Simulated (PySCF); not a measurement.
C2H5BF2O, SMILES COB(F)CF. Coordinates come from a PBE0-D3(BJ)/def2-SVP optimisation. This is a generated structure with no PubChem entry under its InChIKey; it may be hypothetical. The values are those of a single conformer.

Computed equilibrium geometry at PBE0-D3(BJ)/def2-SVP (PySCF confirms it by a frequency run) as Cartesian coordinates in Å (one conformer of several):
```xyz
11

C     -2.3455     0.1857     0.6643
O     -0.9742     0.4867     0.7880
B     -0.0273    -0.0189    -0.0187
F     -0.3455    -0.8547    -1.0042
C      1.4732     0.4033     0.2323
F      2.3431    -0.1803    -0.6571
H     -2.7039    -0.2550     1.6065
H     -2.9043     1.1158     0.4818
H     -2.5390    -0.5178    -0.1591
H      1.7674     0.1346     1.2643
H      1.5654     1.5038     0.1684
```
